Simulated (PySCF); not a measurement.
Species: C₄H₁₂Si₂.
SMILES with atom numbers: `[SiH3:1][CH2:2][SiH2:3][CH:4]1[CH2:5][CH2:6]1` (hydrogens: H7, H8, H9 on Si1; H10, H11 on C2; H12, H13 on Si3; H14 on C4; H15, H16 on C5; H17, H18 on C6)

Level of theory: core-valence-separated Tamm–Dancoff BHandHLYP/aug-pcX-1 (pcseg-1 on H, def2-SVPD on Si) in PySCF, non-relativistic, gas phase, PBE0-D3(BJ)/def2-SVP geometry.

Computed carbon K-edge spectrum, Gaussian lines of 0.3 eV full width, highest printed point 100; it ends one width below the last computed root. BHandHLYP without relativity tends to put these K edges a few eV too low, so spacings mean more than positions.

| photon energy (eV) | absorption |
| --- | --- |
| 284.6 | 0 |
| 284.7 | 1 |
| 284.8 | 2 |
| 284.9 | 4 |
| 285.0 | 3 |
| 285.1 | 2 |
| 285.2 | 2 |
| 285.3 | 9 |
| 285.4 | 24 |
| 285.5 | 41 |
| 285.6 | 48 |
| 285.7 | 49 |
| 285.8 | 53 |
| 285.9 | 52 |
| 286.0 | 52 |
| 286.1 | 61 |
| 286.2 | 69 |
| 286.3 | 77 |
| 286.4 | 100 |

Q: Where are the maxima, and which lines make them up?

A: 2 maxima:
- 284.9 eV: C2 (sp3 carbon bound to silicon), 284.92 eV, f = 0.004, 100 % of the height at the exact maximum
- 285.8 eV: C2 (sp3 carbon bound to silicon), 285.84 eV, f = 0.025, 46 % of the height at the exact maximum; C5/C6 (three-membered-ring carbon), 285.82 eV, f = 0.017, sum of 2, 32 % of the height at the exact maximum

Further lines of some strength in the range: C4, 285.47 eV, f = 0.015; C2, 285.58 eV, f = 0.030; C2, 285.98 eV, f = 0.008; C4, 286.11 eV, f = 0.007; C5 + C6, 286.16 eV, f = 0.043, sum of 2.

Roots within 0.03 eV on the same or equivalent atoms count as one line; shares under 12 % aren't listed.

Vibrational structure and lifetime widths aren't in the curve. The ionisation threshold wasn't computed; near and above it a finite basis only mimics Rydberg series and continuum.

On one thread, Arm Neoverse V2 (shared host), this took 16 s of wall time.

Shape of the structure used: `[SiH3:1][CH2:2][SiH2:3][CH:4]1[CH2:5][CH2:6]1`: Si1–C2–Si3–C4 -178°, C2–Si3–C4–C5 83°.

One conformer stands for the species.
